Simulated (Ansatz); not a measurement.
C₄H₉OSn, charge +1, singlet, at a GFN2-xTB geometry (such geometries of metal compounds can be far from the true shape) (all electrons, no relativity); R2SCAN/STO-3G (Ansatz, a quantum-chemistry and plane-wave program).

Input for Ansatz:
Ansatz 0.2 input:
```yaml
crystal:
  periodic: [false, false, false]
  atoms:
    - {symbol: Sn, position_ang: [0.57860348, 0.99037821, 0.99602755]}
    - {symbol: O, position_ang: [-0.13951525, -0.23880407, -0.24016626]}
    - {symbol: C, position_ang: [-0.69301889, -1.18621963, -1.19298609]}
    - {symbol: C, position_ang: [0.35754660, -2.26620988, -1.41139384]}
    - {symbol: C, position_ang: [-1.96370062, -1.75208190, -0.57416742]}
    - {symbol: C, position_ang: [-0.98384300, -0.41492838, -2.47294697]}
    - {symbol: H, position_ang: [0.00267037, -3.01018296, -2.11844506]}
    - {symbol: H, position_ang: [0.57924891, -2.75285016, -0.46071701]}
    - {symbol: H, position_ang: [1.26974182, -1.81057548, -1.79876224]}
    - {symbol: H, position_ang: [-1.71926578, -2.24375716, 0.36831025]}
    - {symbol: H, position_ang: [-2.42869660, -2.47166480, -1.24150070]}
    - {symbol: H, position_ang: [-2.66452557, -0.93918319, -0.37975242]}
    - {symbol: H, position_ang: [-0.05851124, 0.02257598, -2.84991934]}
    - {symbol: H, position_ang: [-1.69426393, 0.38487527, -2.25993678]}
    - {symbol: H, position_ang: [-1.40235463, -1.07107684, -3.23035818]}
basis:
  gaussian:
    orbitals: STO-3G
    final_grid: {core_spheres: 14, valence_spheres: 28, degree: 59}
hamiltonian:
  xc: r2scan
total_charge: 1
```

Question: What does Ansatz print? Leave out banner, timings and long lists.

Answer: 
```
Functional definition: r2SCAN
850 factors; integrals over basis functions are off by at most 4.1e-5 eV
mean field evaluation 1: about -168578.8152 eV, gradient 3.5e1 eV
mean field evaluation 2: about -168459.4190 eV, gradient 1.6e2 eV
mean field evaluation 4: about -168585.3098 eV, gradient 6.6e0 eV
mean field evaluation 8: about -168585.4380 eV, gradient 3.8e-1 eV
mean field evaluation 16: about -168585.3265 eV, gradient 1.4e-5 eV
mean field -168585.32651960 eV, -6195.3964783568 hartree, gradient 1.9e-5 eV, S^2 0.000000; 0 other end points of the search recorded, 0 dependent functions left out
reference -168585.32652743 eV, -6195.3964786445 hartree; 45, 45 occupied and 16, 16 virtual orbitals, 850 factors
Total energy: -168585.32652743 eV, -6195.3964786445 hartree
```
